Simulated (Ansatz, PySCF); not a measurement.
Breaking the O3–H4 bond in FHOSi (SMILES O[Si]F) (multiplicity 1 held, fragments rigid). Energies count from the point at 0.966 Å.
Geometry at that point (charge 0, multiplicity 1):
```json
[
 {"atom": "Si", "x (Å)": "0.0094", "y (Å)": "0.0060", "z (Å)": "0.6102"},
 {"atom": "F", "x (Å)": "-0.7351", "y (Å)": "1.0256", "z (Å)": "-0.4174"},
 {"atom": "O", "x (Å)": "0.7308", "y (Å)": "-1.0461", "z (Å)": "-0.4256"},
 {"atom": "H", "x (Å)": "0.6386", "y (Å)": "-0.9461", "z (Å)": "-1.3817"}
]
```

U- levels take the lowest unrestricted solution at each point, which mixes spins at long bonds. Active spaces are followed from a long bond inwards. Curves can end on different states.

Cores are frozen in the correlated methods. Rows in 6-31G* carry no dispersion term and start afresh at each structure (6-31G* with six Cartesian d functions).

Codes used: Ansatz (a program for electronic structure) with Gaussian orbitals; PySCF for 6-31G* rows. Values without a source in brackets are computed.

Task: Predict the energy at R = 3.090 Å from R-HF/6-31G*.

Result: 8.94 eV

Task: What energy at R = 3.090 Å does U-CCSD(T)/cc-pV(T+d)Z give?

Result: 5.12 eV

Task: Give the energy at R = 3.090 Å at the level FIC-MRCISD+Q on CASSCF(4,3)/cc-pV(T+d)Z.

Result: 5.32 eV

Doubts at one or more of the structures used: a restricted determinant that unrestricted orbitals would lower (R-HF/6-31G*); a spin-contaminated determinant (U-CCSD(T)/cc-pV(T+d)Z); T1 above 0.05 (U-CCSD(T)/cc-pV(T+d)Z); active orbitals that take no part (FIC-MRCISD+Q on CASSCF(4,3)/cc-pV(T+d)Z).
